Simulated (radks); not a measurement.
Q: The hafnium ion Hf2+, configuration [Xe] 4f14 5d2. Method: Dirac Kohn-Sham, LDA (Slater exchange, Perdew-Wang correlation), spin-unpolarised, spherical densities, finite nucleus; open shells fill j = l - 1/2 first; Fermi nuclear charge, rms radius 5.347 fm; computed with a radial shooting solver on a logarithmic mesh with Libxc functionals.

Spin-orbit splittings of the eigenvalues, e(l+1/2) - e(l-1/2), with zeta = 2 splitting/(2l+1) and mean radii in bohr:

| shell | occ. | splitting (eV) | zeta (eV) | <r> j=l-1/2 | <r> j=l+1/2 |
|---|---|---|---|---|---|
| 2p | 6 | ? | ? | 0.06614 | 0.07387 |
| 3p | 6 | 255.0 | 170.0 | 0.1982 | 0.2126 |
| 3d | 10 | 55.68 | 22.27 | 0.1864 | 0.1908 |
| 4p | 6 | 58.59 | 39.06 | 0.4747 | 0.5078 |
| 4d | 10 | 10.73 | 4.293 | 0.5287 | 0.5403 |
| 4f | 14 | 1.748 | 0.4996 | 0.6701 | 0.6828 |
| 5p | 6 | 7.857 | 5.238 | 1.264 | 1.374 |
| 5d | 2 | 0.5781 | 0.2312 | 2.081 | 2.142 |
| 5f | 0 | 0.004981 | 0.001423 | 6.497 | 6.511 |
| 6p | 0 | 0.9341 | 0.6227 | 3.544 | 3.775 |
| 6d | 0 | 0.09958 | 0.03983 | 5.814 | 5.909 |

Estimate the 2p splitting.

A: 1190 eV (zeta = 793.6 eV).
